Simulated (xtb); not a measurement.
CH$_{4}$NO (SMILES [NH3+]C=O), charge +1, singlet, from a rough starting geometry; GFN2-xTB (xtb).

Input for xtb:
```
$ xtb mol.xyz --gfn 2 --chrg 1 --opt vtight --json

# file mol.xyz
7

N     -0.61039768    -0.03885265     0.22157911
C      0.85282702    -0.02790577    -0.27821123
O      1.55898766    -0.86656805     0.11794265
H     -0.82747744     0.85514397     0.77891013
H     -1.27096219    -0.00567593    -0.73811433
H     -0.78487630    -0.81335412     0.76372174
H      1.07988439     0.89524723    -0.82777471
```

The log (banner, timings and long lists left out):

```
   ID    Z sym.   atoms
    1    7 N      1
    2    6 C      2
    3    8 O      3
    4    1 H      4-7

           -------------------------------------------------
          |                Calculation Setup                |
           -------------------------------------------------

           -------------------------------------------------
          |                 G F N 2 - x T B                 |
           -------------------------------------------------

          ...................................................
          :                      SETUP                      :
          :.................................................:
          :  # basis functions                  16          :
          :  # atomic orbitals                  16          :
          :  # shells                           10          :
          :  # electrons                        18          :
          :  max. iterations                   250          :
          :  Hamiltonian                  GFN2-xTB          :
          :  restarted?                      false          :
          :  GBSA solvation                  false          :
          :  PC potential                    false          :
          :  electronic temp.          300.0000000     K    :
          :  accuracy                    1.0000000          :
          :  -> integral cutoff          0.2500000E+02      :
          :  -> integral neglect         0.1000000E-07      :
          :  -> SCF convergence          0.1000000E-05 Eh   :
          :  -> wf. convergence          0.1000000E-03 e    :
          :  Broyden damping             0.4000000          :
          :  net charge                          1          :
          :  unpaired electrons                  0          :
          ...................................................

 iter      E             dE          RMSdq      gap      omega  full diag
   1    -10.7063286 -0.107063E+02  0.529E+00    4.35       0.0  T
   2    -10.7661894 -0.598608E-01  0.258E+00    4.62       1.0  T
   3    -10.7667262 -0.536839E-03  0.142E+00    4.63       1.0  T
   4    -10.7667754 -0.491447E-04  0.216E-01    4.54       1.0  T
   5    -10.7669260 -0.150674E-03  0.108E-01    4.59       1.0  T
   6    -10.7669312 -0.519394E-05  0.232E-02    4.59       1.6  T
   7    -10.7669323 -0.109253E-05  0.878E-03    4.59       4.3  T
   8    -10.7669326 -0.267634E-06  0.212E-03    4.59      17.8  T
[...]
         :: total energy             -10.649854647188 Eh    ::
 * total energy  :   -10.6498546 Eh     change       -0.1127809E-09 Eh
 * total energy  :   -10.6625473 Eh     change       -0.1269266E-01 Eh
 * total energy  :   -10.6616170 Eh     change        0.9302673E-03 Eh
 * total energy  :   -10.6653615 Eh     change       -0.3744493E-02 Eh
 * total energy  :   -10.6654813 Eh     change       -0.1197195E-03 Eh
 * total energy  :   -10.6654988 Eh     change       -0.1755202E-04 Eh
 * total energy  :   -10.6654998 Eh     change       -0.9874906E-06 Eh
 * total energy  :   -10.6655000 Eh     change       -0.2248724E-06 Eh
 * total energy  :   -10.6655001 Eh     change       -0.5058022E-07 Eh
   *** GEOMETRY OPTIMIZATION CONVERGED AFTER 9 ITERATIONS ***
         :: total energy             -10.665500068059 Eh    ::
[...]
             Fermi-level           -0.5953712 Eh          -16.2009 eV

     #   Z          covCN         q      C6AA      α(0)
     1   7 N        3.474    -0.174    24.750     7.389
     2   6 C        2.677     0.256    22.688     7.795
     3   8 O        0.856    -0.117    16.772     5.491
     4   1 H        0.859     0.296     0.725     1.334
     5   1 H        0.859     0.296     0.725     1.334
     6   1 H        0.859     0.300     0.714     1.324
     7   1 H        0.924     0.143     1.439     1.876

 Mol. C6AA /au·bohr⁶  :        307.291413
 Mol. C8AA /au·bohr⁸  :       6429.549640
 Mol. α(0) /au        :         26.542297

Wiberg/Mayer (AO) data.
largest (>0.10) Wiberg bond orders for each atom

 ---------------------------------------------------------------------------
     #   Z sym  total        # sym  WBO       # sym  WBO       # sym  WBO
 ---------------------------------------------------------------------------
     1   7 N    3.651 --     6 H    0.896     4 H    0.892     5 H    0.892
                             2 C    0.839     3 O    0.119
     2   6 C    3.890 --     3 O    2.127     7 H    0.915     1 N    0.839
     3   8 O    2.318 --     2 C    2.127     1 N    0.119
     4   1 H    0.912 --     1 N    0.892
     5   1 H    0.912 --     1 N    0.892
     6   1 H    0.910 --     1 N    0.896
     7   1 H    0.980 --     2 C    0.915
 ---------------------------------------------------------------------------

Topologies differ in total number of bonds
Writing topology from bond orders to xtbtopo.mol

molecular dipole:
                 x           y           z       tot (Debye)
 q only:       -1.049       0.421       0.051
   full:       -1.332       0.578       0.036       3.693
molecular quadrupole (traceless):
                xx          xy          yy          xz          yz          zz
 q only:        1.308       1.577      -0.973      -1.675      -0.549      -0.336
  q+dip:        0.239       2.476      -0.493      -1.826      -0.887       0.254
   full:        0.284       2.702      -0.950      -1.717      -0.114       0.666

optimized geometry written to: xtbopt.xyz

           -------------------------------------------------
          | TOTAL ENERGY              -10.665500068059 Eh   |
          | GRADIENT NORM               0.000042520646 Eh/α |
          | HOMO-LUMO GAP               4.674216135535 eV   |
           -------------------------------------------------

normal termination of xtb
```
